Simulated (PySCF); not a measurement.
Calculation: B3LYP-D3(BJ)/def2-TZVP // PBE0-D4/def2-TZVP run with PySCF. All species are isolated molecules in the gas phase. One relaxed conformer stands for a flexible species; it need not be the lowest. B3LYP has the VWN-RPA correlation part, as in Gaussian. 

Reference species (SMILES): `B(=N)NB` (neutral, multiplicity 1).

| Property | Result |
|---|---|
| HOMO–LUMO gap | 6.67 eV |
| LUMO | -0.87 eV |

Changed species: `B=NBN`.

Question: Predict the effect on the HOMO–LUMO gap and LUMO.

Answer: the HOMO–LUMO gap rises by 0.35 eV, to 7.02 eV; the LUMO rises by 0.36 eV, to -0.51 eV.
